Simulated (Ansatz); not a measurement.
Z-matrix (Å, degrees):
```
C
N 1 1.3623
C 2 1.3181 1 119.50
H 3 1.1010 2 117.49 1 -180.00
C 3 1.4137 4 118.94 2 180.00
O 5 1.3460 3 122.44 4 0.00
H 6 0.9679 5 109.76 3 0.00
C 5 1.3982 6 119.27 7 -180.00
C 8 1.3906 5 117.79 6 -180.00
H 8 1.0918 9 122.58 1 -180.00
H 9 1.0923 8 119.93 10 0.00
B 1 1.5431 2 118.50 3 180.00
H 12 1.2034 1 120.39 2 0.00
H 12 1.2086 13 120.14 1 -180.00
```
Charge 0, multiplicity 1.

Level of theory: frozen-core CCSD(T)/cc-pVTZ // B3LYP-D3(BJ)/def2-SVP (Ansatz, a program for electronic structure). The restricted HF reference is unstable towards unrestricted orbitals.

```json
{
 "HF energy": "-346.92207 Ha",
 "MP2 correlation energy": "-1.31524 Ha"
}
```

Question: Estimate the CCSD correlation energy, the (T) correction, the total energy and the T1 diagnostic.

Answer: 
| Property | Result |
|---|---|
| CCSD correlation energy | -1.33787 Ha |
| (T) correction | -0.06914 Ha |
| CCSD(T) total energy | -348.32908 Ha |
| T1 diagnostic | 0.012 |
